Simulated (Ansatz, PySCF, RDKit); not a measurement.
Noncovalent pair: H2O (SMILES O) (first 3 atoms) with PH3 (SMILES P); geometry from B3LYP-D3(BJ)/def2-TZVP, rigid monomers moved along the line of their centres of mass till H2···P4 is 3.62 Å.
(charge 0, multiplicity 1):
```json
[
 {"atom": "O", "x (Å)": "0.2632", "y (Å)": "-0.0779", "z (Å)": "-0.5425"},
 {"atom": "H", "x (Å)": "0.1242", "y (Å)": "0.0001", "z (Å)": "0.4118"},
 {"atom": "H", "x (Å)": "1.1449", "y (Å)": "0.2748", "z (Å)": "-0.6984"},
 {"atom": "P", "x (Å)": "-0.6906", "y (Å)": "0.1974", "z (Å)": "3.9291"},
 {"atom": "H", "x (Å)": "-0.0549", "y (Å)": "-0.5197", "z (Å)": "4.9716"},
 {"atom": "H", "x (Å)": "-0.8181", "y (Å)": "1.3927", "z (Å)": "4.6775"},
 {"atom": "H", "x (Å)": "-1.9881", "y (Å)": "-0.2717", "z (Å)": "4.2455"}
]
```

Counterpoise-corrected where a basis set is named; no monomer relaxation. RDKit's UFF carries no charges.

Programs: Ansatz (Gaussian basis) for Hartree–Fock, density functionals and correlated methods; PySCF for the dispersion terms; RDKit for the force fields. Values without a source in brackets are computed.

### Question
One of these levels gives -0.73 kcal/mol for the interaction energy. Which?
(A) MMFF94
(B) UFF
(C) PBE-D3(BJ)/def2-TZVPPD

### Answer
A, MMFF94. The others give -0.24 (UFF), -1.46 (PBE-D3(BJ)/def2-TZVPPD)

Ansatz is an electronic-structure program.
